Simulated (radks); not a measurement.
The nitrogen anion N3-, [Ne], held by a Watson sphere: a shell of charge +3.28 at radius R that stands for the Madelung well of a crystal (potential energy -3.28/R inside, -3.28/r outside, in hartree with lengths in bohr). Calculated with a radial shooting solver on a logarithmic mesh with Libxc functionals: scalar-relativistic Kohn-Sham, LDA (Slater exchange, VWN5 correlation), spin-unpolarised, spherical densities, finite nucleus; Fermi nuclear charge, rms radius of each element as measured or else 0.836 A^(1/3) + 0.57 fm. Response by self-consistent Sternheimer equations with the Hartree and adiabatic LDA kernel, the relativistic mass of each level held fixed and spin-orbit coupling left out. The sphere does not respond.

| R (bohr) | e(1s) (eV) | e(2s) (eV) | e(2p) (eV) | <r> 2p (bohr) | sum of <r^2> (bohr^2) | X-ray form factor at sin(theta)/lambda = 0.1 1/angstrom | alpha (bohr^3) |
|---|---|---|---|---|---|---|---|
| 1.78 | -376.63 | -22.651 | -11.432 | 1.621 | 24.96 | 8.402 | 13.33 |
| 2.19 | -377.11 | -20.137 | -9.558 | 1.792 | 30.25 | 8.131 | 21.54 |
| 2.4 | -377.22 | -19.089 | -8.742 | 1.876 | 33.07 | 7.999 | 27.34 |
| 2.57 | -377.24 | -18.350 | -8.148 | 1.944 | 35.41 | 7.895 | 33.03 |
| 2.58 | -377.25 | -18.309 | -8.115 | 1.948 | 35.55 | 7.889 | 33.40 |
| 2.72 | -377.24 | -17.771 | -7.670 | 2.003 | 37.55 | 7.806 | 38.93 |
| 3.02 | -377.17 | -16.797 | -6.832 | 2.121 | 42.00 | 7.634 | 53.62 |
| 3.44 | -377.00 | -15.772 | -5.887 | 2.284 | 48.73 | 7.409 | 82.13 |
